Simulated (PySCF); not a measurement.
F2H3PSi.
Cartesian coordinates in Å at the PBE0-D3(BJ)/def2-SVP level; atoms count from 1:
```
atom  x, y, z in Å
F1     1.6597    1.1018    0.6077
P2     1.2655    0.1535   -0.6503
F3     1.7228   -1.2788   -0.0368
Si4   -0.9516   -0.0813   -0.0598
H5    -1.0264   -0.4743    1.3765
H6    -1.5500   -1.1395   -0.9272
H7    -1.6492    1.2185   -0.2902
```

Method: MP2 and CCSD/aug-cc-pVDZ in PySCF, restricted Hartree–Fock reference, 12 core orbitals frozen, non-relativistic, gas phase, PBE0-D3(BJ)/def2-SVP geometry.

E(HF) = -830.35500 Eh.

Problem. How large is the problem?

Solution. 127 basis functions and 50 electrons; 12 orbitals frozen, which leaves o = 13 correlated occupied and v = 102 virtual orbitals. That is o·v = 1326 singles and o·v(o·v + 1)/2 = 879801 distinct closed-shell doubles amplitudes before symmetry; the costliest CCSD step grows as o²v⁴ = 1.8 × 10^10.

Problem. What are the MP2 and CCSD correlation energies?

Solution. MP2 -0.6375 Eh and CCSD -0.6755 Eh, which gives totals of -830.99250 and -831.03049 Eh. That is 0.707 eV for each correlated electron at CCSD (1773 kJ/mol in all, 0.081 % of the total energy); MP2 gives 94.4 % of the CCSD value.

Problem. What is the T1 diagnostic?

Solution. 0.0160, below the customary warning level of 0.02. It is the norm of the spatial-orbital singles amplitudes over the root of the number of correlated electrons, so the norm is 0.082.

Problem. How does correlation change the dipole moment?

Solution. HF gives 2.14 D and CCSD (unrelaxed density) 1.78 D, a change of -0.36 D.

Connected triples and the basis-set limit are missing.

The job also held the EOM ionisation roots. The run took 99 s wall on one thread of an Arm Neoverse V2, shared host with 32 logical CPUs at a one-minute load of 14, and the process peaked at 1.5 GiB of memory.
